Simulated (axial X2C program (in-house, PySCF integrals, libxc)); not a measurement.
# Pm: configurations by level of theory

Computed with an axial X2C code built on PySCF integrals, basis dyall-cv3z (cores contracted in-house), spin-free (one-electron X2C) and two-component (2c, atomic mean-field Coulomb and Gaunt terms). Energies in eV from the lowest row of each column (rows without correlated energies are left out; n/a marks j-coupled starts, which PBE0 does not hold); electrons by l are Mulliken totals of the Hartree–Fock solution, and PBE0 can relax to another configuration under the same block occupation. Coupled cluster uses truncated natural virtuals with an MP2 remainder. Frozen shells in the correlated columns: 4 s, 3 p, 2 d.

The low spin-free determinants:

```tsv
electrons by l	M_S, M_L	HF	MP2	CCSD(T)	PBE0
s12 p24 d20 f5	5/2, 5	0.00	0.00	0.00	0.29
s12 p24 d20 f5	5/2, 4	0.06	0.03	0.00	0.02
s12 p24 d20 f5	5/2, 2	0.20	0.14	0.10	0.01
s12 p24 d20 f5	5/2, 0	0.31	0.24	0.15	0.15
s12 p24 d20 f5	5/2, 3	0.30	0.21	0.16	0.00
s12 p24 d20 f5	5/2, 2	0.56	0.42	0.36	0.14
s12 p24 d20 f5	5/2, 3	0.55	0.42	0.38	0.24
s12 p24 d20 f5	5/2, 0	1.31	0.98	0.59	0.31
```

And the two-component ones:

| electrons by l | 2M_J | HF | MP2 | CCSD(T) | PBE0 |
| --- | --- | --- | --- | --- | --- |
| s12 p24 d20 f5 | 5 | 0.57 | 0.00 | 0.00 | 0.20 |
| s12 p24 d20 f5 | 3 | 0.69 | 0.09 | 0.06 | 0.00 |
| s12 p24 d20 f5 | 1 | 0.98 | 0.32 | 0.27 | 0.04 |
| s12 p24 d20 f5 | 1 | 0.94 | 0.32 | 0.28 | 0.11 |
| s12 p24 d20 f5 | 5 | 1.17 | 0.53 | 0.44 | 0.38 |
| s12 p24 d20 f5 | 9 | 1.17 | 0.54 | 0.50 | 0.36 |
| s11.8 p24 d21.2 f4 | 11 | 0.00 | 0.77 | 0.61 | n/a |
| s12 p24 d20 f5 | 11 | 1.33 | 0.67 | 0.62 | 0.40 |

Ground level as tabulated from the NIST Atomic Spectra Database (leading term): 2S+1 = 6, L = 5, J = 5/2.

Spin-free rows of one term, and 2c rows of one J level, should be degenerate; broken spherical symmetry, the missing current term of PBE0 and determinants that mix terms or J levels spread them. The search is wide but not exhaustive and can miss a configuration; gaps between s and d configurations can be off by some tenths of an eV with this basis and core.

The run took 14 min on 1 thread of Arm Neoverse V1, on a shared host.
